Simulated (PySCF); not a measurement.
## F²⁺ (fluorine, charge +2) across methods

[He] 2s2 2p3, high-spin 4S determinant. Computed with PySCF 2.14 in aug-cc-pVTZ with one added diffuse shell each of s, p, d, f type (6s5p4d3f, 62 functions), with no relativity, point nucleus. The B2PLYP total includes its PT2 part (frozen core); its orbital energies are those of the SCF part.

```csv
method,E (hartree),mean ε 2s α (eV),mean ε 2s β (eV),mean ε 2p α (eV),Σ⟨r²⟩ (bohr²),⟨S²⟩
M06,-97.7915,-74.834,-66.033,-54.698,5.007,3.752
LDA,-97.1484,-69.886,-63.087,-51.585,5.083,3.751
HSE06,-97.7427,-74.552,-65.187,-54.371,5.040,3.752
B2PLYP,-97.7826,-79.715,-67.901,-58.122,5.026,3.752
PBE0,-97.7348,-74.998,-65.609,-54.809,5.038,3.752
CAM-B3LYP,-97.7868,-76.008,-67.462,-56.190,5.058,3.752
UHF,-97.60388,-88.116,-70.786,-63.856,4.999,3.754
PBE,-97.7144,-70.385,-63.247,-51.560,5.064,3.751
```

(1) Estimate the same row for r2SCAN.

Answers

(1) E (hartree) = -97.7881; mean ε 2s α (eV) = -72.823; mean ε 2s β (eV) = -63.397; mean ε 2p α (eV) = -52.799; Σ⟨r²⟩ (bohr²) = 5.022; ⟨S²⟩ = 3.752.
